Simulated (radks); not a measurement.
The nuclear charge of neutral promethium is varied continuously with 61 electrons held in [Xe] 4f5 6s2. All-electron calculation, scalar-relativistic Kohn-Sham, PBE, spin-polarised, spherical densities, point nucleus; open shells are filled with parallel spins first (spin-orbit coupling, left out, can overturn this in heavy ions). Program: a radial shooting solver on a logarithmic mesh with Libxc functionals. By the Hellmann-Feynman theorem dE/dZ = E(electron-nucleus)/Z, the electronic potential at the nucleus. The scalar-relativistic energy here is not variational (the density holds large components alone), so the two differ by a part that grows with Z.

Z = 60.8: E (hartree) -9940.5992; E(electron-nucleus)/Z (hartree) -397.568; HOMO 4f; e(HOMO) (eV) -0.827; <r> HOMO (bohr) 1.090
Z = 60.9: E (hartree) -9980.6088; E(electron-nucleus)/Z (hartree) -398.518; HOMO 4f; e(HOMO) (eV) -1.955; <r> HOMO (bohr) 1.064
Z = 61: E (hartree) -10020.7146; E(electron-nucleus)/Z (hartree) -399.466; HOMO 4f; e(HOMO) (eV) -3.157; <r> HOMO (bohr) 1.042
Z = 61.1: E (hartree) -10060.9164; E(electron-nucleus)/Z (hartree) -400.414; HOMO 6s; e(HOMO) (eV) -3.966; <r> HOMO (bohr) 4.359
Z = 61.2: E (hartree) -10101.2142; E(electron-nucleus)/Z (hartree) -401.361; HOMO 6s; e(HOMO) (eV) -4.544; <r> HOMO (bohr) 4.262
Z = 61.3: E (hartree) -10141.6079; E(electron-nucleus)/Z (hartree) -402.307; HOMO 6s; e(HOMO) (eV) -5.142; <r> HOMO (bohr) 4.171
Z = 61.4: E (hartree) -10182.0974; E(electron-nucleus)/Z (hartree) -403.253; HOMO 6s; e(HOMO) (eV) -5.759; <r> HOMO (bohr) 4.087
Z = 61.5: E (hartree) -10222.6828; E(electron-nucleus)/Z (hartree) -404.198; HOMO 6s; e(HOMO) (eV) -6.393; <r> HOMO (bohr) 4.008
Z = 61.6: E (hartree) -10263.3640; E(electron-nucleus)/Z (hartree) -405.143; HOMO 6s; e(HOMO) (eV) -7.045; <r> HOMO (bohr) 3.933
Z = 61.7: E (hartree) -10304.1410; E(electron-nucleus)/Z (hartree) -406.088; HOMO 6s; e(HOMO) (eV) -7.713; <r> HOMO (bohr) 3.863
Z = 61.8: E (hartree) -10345.0138; E(electron-nucleus)/Z (hartree) -407.033; HOMO 6s; e(HOMO) (eV) -8.398; <r> HOMO (bohr) 3.798
Z = 61.9: E (hartree) -10385.9824; E(electron-nucleus)/Z (hartree) -407.978; HOMO 6s; e(HOMO) (eV) -9.098; <r> HOMO (bohr) 3.735
Z = 62: E (hartree) -10427.0467; E(electron-nucleus)/Z (hartree) -408.923; HOMO 6s; e(HOMO) (eV) -9.813; <r> HOMO (bohr) 3.676

The central difference of E at Z = 61 is -401.538 hartree, to compare with the third column; the second derivative is -9.61 hartree.
